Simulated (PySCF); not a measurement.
An unknown shows these calculated signals:

1H NMR (500 MHz, computed): δ 6.28 (m, 1H), 5.17 (s, 2H), 4.68 (s, 3H), 4.43 (sept, 1H), 4.42 (m, 1H), 4.42 (m, 1H), 1.33 (d, 6H).

13C{1H} NMR (computed): δ 142.6 (CH), 94.0 (CH2), 69.4 (CH), 27.4 (CH3).

Gas phase, non-relativistic Hamiltonian, one computed conformer, rapidly exchanging positions averaged. GFN2-xTB structure; GIAO PBE0/pcSseg-1 shieldings; PySCF 2.14.0 with density-fitted response routines.

Scale: 1H, 13C against TMS (reference shieldings calculated alike).

Which of these does the molecule contain: a three-membered ring, a vinyl group CH=CH2, a non-aromatic C=C double bond, a ketone, an OH group, a (CH3)2CH unit?

Results:


- A three-membered ring: no.
- A vinyl group CH=CH2: yes (δC 94.0, 142.6; δH 4.42 (m), 4.42 (m), 6.28 (m)).
- A non-aromatic C=C double bond: yes.
- A ketone: no.
- An OH group: no.
- A (CH3)2CH unit: yes (δC 27.4, 69.4; δH 1.33 (d), 4.43 (sept)).

The data belong to `C(O[SiH2]N(C=C)[SiH3])(C)C`, C$_{5}$H$_{15}$NOSi$_{2}$; they needn't prove each group on their own.

Carbon signals by region: 1 in the sp2 and nitrile region (100–160 ppm), 2 at 50–100 ppm, 1 below 50 ppm.

Shifts are as computed. Against solution values, carbons near 30 ppm lie about +3 ppm off and those near 130 ppm about +5 ppm. Of 1211 compounds with measured shifts, 218 miss one by over three times the rms of a fit or turn the order of signals round; such compounds aren't used in these exercises. Multiplicities follow the n + 1 count of equivalent neighbours, as no J values were calculated; m marks all less simple cases, F and P coupling included.
